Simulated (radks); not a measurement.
The numbers below are computed, except where a source is named.
Spin polarisation of the 5p2 shell in neutral tin. Start: [Kr] 4d10 5s2 5p(up 1, down 1); electrons of 5p are moved from spin down to spin up, other shells keep equal spins. Level of theory: scalar-relativistic Kohn-Sham, BLYP, spin-polarised, spherical densities, finite nucleus; Fermi nuclear charge, rms radius of each element as measured or else 0.836 A^(1/3) + 0.57 fm (a radial shooting solver on a logarithmic mesh with Libxc functionals).

moment (Bohr magnetons)  E - E(0) (eV)  e(5p up) (eV)  e(5p down) (eV)  5s down minus up (eV)  4d down minus up (eV)  4p down minus up (eV)
0                                0.000         -3.589           -3.589                  0.000                  0.000                  0.000
0.5                             -0.029         -3.698           -3.463                  0.237                  0.038                  0.017
1                               -0.117         -3.786           -3.322                  0.469                  0.075                  0.033
1.5                             -0.261         -3.855           -3.170                  0.693                  0.112                  0.050
2                               -0.459         -3.907           -2.999                  0.909                  0.147                  0.067

At moment 2 the spin-polarisation energy is -0.459 eV and the 5p exchange splitting 0.908 eV, that is 0.454 eV per Bohr magneton; E = -I m^2/4 would give I = 0.459 eV.
